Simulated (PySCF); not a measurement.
Zn(NH2)(SMe) (CH₅NSZn), SMILES C[S][Zn][NH2]. Atoms are numbered in the order given.

```xyz
9

Zn    -0.0670     0.6777     0.0000
N      0.2244     2.4865     0.0000
H      0.7353     2.8353     0.8217
H      0.7353     2.8353    -0.8217
S     -0.6740    -1.4137     0.0000
C      0.9737    -2.2425     0.0000
H      1.5657    -2.0011     0.9041
H      0.7775    -3.3324     0.0000
H      1.5657    -2.0011    -0.9041
```
Charge 0, spin multiplicity 1.

Coordinates come from a PBE-D3(BJ)/def2-SVP optimisation. The structure was generated by enumeration; whether it is a known compound was not checked. One conformer was computed; it need not be the lowest.

Level of theory: PBE-D3(BJ)/def2-SVP run with PySCF.

Frequencies are harmonic and unscaled.

```csv
mode,ν (cm⁻¹),IR (km/mol),moving atoms (share of kinetic energy)
1,88,1.5,"N 36 %, C 25 %, H 21 %, Zn 17 %"
2,99,6.1,"H 48 %, N 28 %, Zn 20 %"
3,114,22.4,"H 83 %, N 9 %"
4,144,2.9,"H 72 %, S 13 %, Zn 12 %"
5,186,3.6,"Zn 31 %, C 27 %, S 19 %, H 15 %, N 9 %"
6,366,5.7,"S 65 %, N 16 %, Zn 15 %"
7,455,157.3,"H 71 %, N 21 %"
8,660,38.1,"N 56 %, Zn 24 %, H 19 %"
9,690,4.1,"C 59 %, S 31 %, H 9 %"
10,739,13.8,"H 89 %, N 10 %"
11,916,5.2,"H 84 %, C 14 %"
12,935,7.1,"H 82 %, C 16 %"
13,1283,14.5,"H 87 %, C 13 %"
14,1406,7.2,H 95 %
15,1406,8.5,H 95 %
16,1490,6.9,"H 91 %, N 9 %"
17,2976,31.5,H 98 %
18,3078,8.0,"H 90 %, C 10 %"
19,3082,2.8,"H 90 %, C 10 %"
20,3422,2.8,H 96 %
21,3512,4.1,"H 92 %, N 8 %"
```
